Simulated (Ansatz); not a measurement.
Total energies of AuH3O2 (`[OH][Au-][OH2+]`).

```xyz
6

O    -2.357   -0.446    0.272
Au   -0.459   -0.101    0.096
O     1.608    0.309   -0.193
H    -2.497   -0.775    1.165
H     1.963   -0.220   -0.915
H     1.743    1.234   -0.425
```

Total charge 0; spin multiplicity 1. Correlated methods include outer-core shells of Au, which these sets cover unevenly. Au: def2 effective core potential. The structure was optimised at the PBE0-D4/def2-TZVP level. It is one conformer, not always the lowest. Basis def2-TZVPP, the Gaussian-basis code of Ansatz.

RPA on PBE orbitals: Hartree–Fock energy of these orbitals -286.26918 Eh, correlation -1.58846 Eh (frozen core).

```
             functional  energy without D4 (Eh)  D4 term (kJ/mol)
            LDA (SPW92)              -286.78545                 –
                    PBE              -287.94815              -7.4
                 revPBE              -288.10185             -22.7
                   BLYP              -288.02613             -16.6
                 r2SCAN              -288.04901              -1.7
                 B97M-V              -287.99992                 –
                   PBE0              -287.89382              -6.2
                  B3LYP              -288.11581             -12.2
                r2SCANh              -288.01225              -1.8
                r2SCAN0              -287.95843              -2.0
HSE06 (plane-wave form)              -287.88647              -5.8
                  BHLYP              -287.84006              -9.8
              CAM-B3LYP              -287.96939              -6.3
                LC-ωPBE              -287.99610                 –
                ωB97X-V              -287.97026                 –
                ωB97M-V              -287.92156                 –
                 B2PLYP              -287.82608                 –
               PBE-QIDH              -287.75291                 –
```

B3LYP takes the VWN-RPA correlation (the form of Gaussian; ORCA's B3LYP/G). HSE06 is the plane-wave form, built on full-range PBE exchange. The double hybrids freeze the cores in their second-order part.

LC-ωPBE has ω = 0.4 bohr⁻¹.
